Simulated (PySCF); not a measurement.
**Orbital energies and ionisation energy**

Compound: C5H9F3O.
Z-matrix (Å and degrees, PBE0-D3(BJ)/def2-SVP geometry), rows numbered from 1:
```
C 
C   1  1.5175
O   2  1.4043  1  113.94
C   3  1.3954  2  115.00  1   -73.50
C   4  1.5154  3  107.50  2  -172.28
C   5  1.5029  4  113.38  3  -179.21
F   6  1.3398  5  111.81  4    60.52
F   6  1.3354  5  111.36  4  -179.39
F   6  1.3398  5  111.76  4   -59.36
H   1  1.1006  2  110.22  3  -174.99
H   1  1.1006  2  110.40  3   -55.47
H   1  1.1006  2  112.25  3    65.30
H   2  1.1011  1  109.84  3   118.23
H   2  1.1095  1  110.22  3  -124.15
H   4  1.1089  3  110.90  2   -52.14
H   4  1.1069  3  112.10  2    67.37
H   5  1.0997  4  109.85  3   -58.28
H   5  1.0997  4  109.93  3    59.75
```

Level: wB97X-D/def2-SVPD (PySCF). Frontier orbitals with their largest atomic shares (Löwdin; up to four atoms above 4 %):

```json
{"orbital": "HOMO−3", "ε (eV)": "-12.56", "main atoms": "C2 15 %, C1 14 %, C5 14 %, C4 10 %"}
{"orbital": "HOMO−2", "ε (eV)": "-12.06", "main atoms": "C1 15 %, C2 13 %, C4 13 %, C5 12 %"}
{"orbital": "HOMO−1", "ε (eV)": "-11.14", "main atoms": "O3 39 %, C2 17 %, C4 8 %, C1 8 %"}
{"orbital": "HOMO", "ε (eV)": "-9.72", "main atoms": "?"}
{"orbital": "LUMO", "ε (eV)": "2.26", "main atoms": "C1 19 %, C2 12 %, C4 10 %, H10 7 %"}
{"orbital": "LUMO+1", "ε (eV)": "2.71", "main atoms": "C6 15 %, C5 12 %, F8 9 %, F9 8 %"}
{"orbital": "LUMO+2", "ε (eV)": "2.95", "main atoms": "O3 18 %, C2 10 %, H14 10 %, H13 9 %"}
```

Q: What vertical ionisation energy does ΔSCF give, and how far is −ε(HOMO) from it?

A: ΔSCF: 10.05 eV (970 kJ/mol; threshold wavelength 123 nm); ⟨S²⟩ of the doublet left behind is 0.755, against 0.75 for a pure doublet. −ε(HOMO) is 9.72 eV, 0.33 eV below it. In exact Kohn–Sham theory the two would be equal; wB97X-D (range-separated hybrid) falls short of its own ΔSCF value by 3 %.

Q: On which atoms does the HOMO lie?

A: O3 (ether oxygen) 57 %, C4 (sp3 carbon bound to oxygen) 11 %, C2 (sp3 carbon bound to oxygen) 8 %, C1 (methyl carbon) 7 %, so more than half of it is on one atom. The HOMO−1 lies 1.42 eV lower.

Q: What kinetic energy would electrons from this vertical process carry with He I light (21.218 eV)?

A: 21.22 − 10.05 = 11.17 eV.

Q: With α = 69.3 au, estimate the like-pair dispersion coefficient by London's formula C6 = (3/4)α²I.

A: I = 0.3694 Eh, so C6 ≈ 1330 au, a rough estimate.

Isolated species at its PBE0-D3(BJ)/def2-SVP geometry (one conformer only).

These values come from a run that also computed excited states and ΔSCF ions. On an Arm Neoverse V2 with one thread (shared host), this took 2.3 min of wall time.

Note: wB97X-D ran without an empirical dispersion term, which enters the total energy and its gradient alone.
